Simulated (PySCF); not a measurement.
H6GeOSi, SMILES [GeH3][SiH2]O, CAM-B3LYP/def2-SVP optimised geometry.

```
9

O      1.80    -1.14     0.00
Si     0.13    -1.14     0.00
Ge    -0.72     1.09     0.00
H      2.25    -0.68    -0.71
H     -0.42    -1.87    -1.18
H     -0.28    -1.85     1.23
H     -2.25     1.10    -0.08
H     -0.29     1.85     1.27
H     -0.18     1.87    -1.21
```

Density from CAM-B3LYP/def2-TZVP in PySCF at that geometry.

Minimum of the electron density along straight lines between bonded atoms, close to the bond critical point (lines longer than 1.1 times the sum of covalent radii, or with two minima, are not listed):

```json
[
 {"bond": "O1–Si2", "length / Å": "1.667", "ρ at the minimum / e bohr⁻³": "0.133", "∇²ρ there / e bohr⁻⁵": "0.75", "position (fraction from the first atom)": "0.59"},
 {"bond": "Si2–Ge3", "length / Å": "2.385", "ρ at the minimum / e bohr⁻³": "[?]", "∇²ρ there / e bohr⁻⁵": "-0.16", "position (fraction from the first atom)": "0.46"},
 {"bond": "O1–H4", "length / Å": "0.963", "ρ at the minimum / e bohr⁻³": "0.353", "∇²ρ there / e bohr⁻⁵": "[?]", "position (fraction from the first atom)": "0.81"},
 {"bond": "Si2–H5", "length / Å": "1.494", "ρ at the minimum / e bohr⁻³": "0.122", "∇²ρ there / e bohr⁻⁵": "0.13", "position (fraction from the first atom)": "0.49"},
 {"bond": "Si2–H6", "length / Å": "1.484", "ρ at the minimum / e bohr⁻³": "0.124", "∇²ρ there / e bohr⁻⁵": "0.14", "position (fraction from the first atom)": "0.49"},
 {"bond": "Ge3–H7", "length / Å": "1.538", "ρ at the minimum / e bohr⁻³": "0.132", "∇²ρ there / e bohr⁻⁵": "0.06", "position (fraction from the first atom)": "0.59"},
 {"bond": "Ge3–H8", "length / Å": "1.537", "ρ at the minimum / e bohr⁻³": "0.132", "∇²ρ there / e bohr⁻⁵": "0.06", "position (fraction from the first atom)": "0.59"},
 {"bond": "Ge3–H9", "length / Å": "1.540", "ρ at the minimum / e bohr⁻³": "0.131", "∇²ρ there / e bohr⁻⁵": "[?]", "position (fraction from the first atom)": "0.59"}
]
```

Fill in the missing entries.


- Si2–Ge3, ρ at the minimum / e bohr⁻³: 0.093
- O1–H4, ∇²ρ there / e bohr⁻⁵: -2.39
- Ge3–H9, ∇²ρ there / e bohr⁻⁵: 0.07
